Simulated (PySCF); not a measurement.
# Deuteron quadrupole couplings in `C=CB1OBOB(C)O1`

C3H7B3O3.
Cartesian coordinates in Å at the PBE0-D3(BJ)/def2-SVP level; atoms count from 1:
```xyz
16
C3H7B3O3 angstrom
C     -3.352    0.041    0.310
C     -2.192    0.691    0.476
B     -0.833    0.018    0.158
O     -0.791   -1.277   -0.320
B      0.404   -1.880   -0.595
O      1.571   -1.195   -0.398
B      1.568    0.103    0.074
C      2.901    0.892    0.263
O      0.352    0.690    0.347
H     -4.321    0.499    0.533
H     -3.367   -0.990   -0.060
H     -2.204    1.722    0.849
H      0.430   -3.011   -1.008
H      2.858    1.562    1.134
H      3.059    1.535   -0.620
H      3.771    0.226    0.345
```

Level: PBE0/pcSseg-1 (PySCF, non-relativistic); Q(2H) = 0.00286 b; rigid geometry, the same for H and D, with no vibrational averaging.

**Question.** Rank these positions by the coupling χzz of a deuteron there, largest first.
A. H13 (B–H hydrogen)
B. H15 (methyl hydrogen)
C. H10 (vinylic hydrogen)

**Answer.** C (203 kHz), B (197 kHz), A (136 kHz).

**Question.** Tabulate Vzz, the asymmetry η and χzz = 234.96 MHz × Q × Vzz for every hydrogen position.

**Answer.** 
```json
{"atom": "H10", "bonded to": "C1", "bond length (Å)": "1.095", "Vzz (au)": "0.3014", "η": "0.02", "χzz (kHz)": "203"}
{"atom": "H11", "bonded to": "C1", "bond length (Å)": "1.095", "Vzz (au)": "0.2968", "η": "0.02", "χzz (kHz)": "199"}
{"atom": "H12", "bonded to": "C2", "bond length (Å)": "1.096", "Vzz (au)": "0.3020", "η": "0.03", "χzz (kHz)": "203"}
{"atom": "H13", "bonded to": "B5", "bond length (Å)": "1.204", "Vzz (au)": "0.2026", "η": "0.03", "χzz (kHz)": "136"}
{"atom": "H14", "bonded to": "C8", "bond length (Å)": "1.100", "Vzz (au)": "0.2986", "η": "0.01", "χzz (kHz)": "201"}
{"atom": "H15", "bonded to": "C8", "bond length (Å)": "1.104", "Vzz (au)": "0.2934", "η": "0.00", "χzz (kHz)": "197"}
{"atom": "H16", "bonded to": "C8", "bond length (Å)": "1.098", "Vzz (au)": "0.2995", "η": "0.02", "χzz (kHz)": "201"}
```

**Question.** Average by the element that carries the hydrogen.

**Answer.** on C: 201 kHz over 6 positions, mean bond length 1.098 Å; on B: 136 kHz over 1 position, mean bond length 1.204 Å.

**Question.** How does χzz go with the bond length over the 6 C–H bonds?

**Answer.** A straight-line fit has a slope of -4.7 kHz for each 0.01 Å, with a correlation coefficient of -0.77, over lengths from 1.095 to 1.104 Å.

**Question.** Give the 2H NMR doublet splittings at H11 for a magnetic field along the z, y and x axes of the gradient: 3χ/2, 3χ(1 + η)/4, 3χ(1 − η)/4.

**Answer.** With |χ| = 199.4 kHz and η = 0.021: 299, 153 and 146 kHz, to first order and without motion.

One conformer (not necessarily the lowest) at the PBE0-D3(BJ)/def2-SVP geometry, without solvent, vibrations or thermal averaging. These gradients aren't converged with respect to the basis.
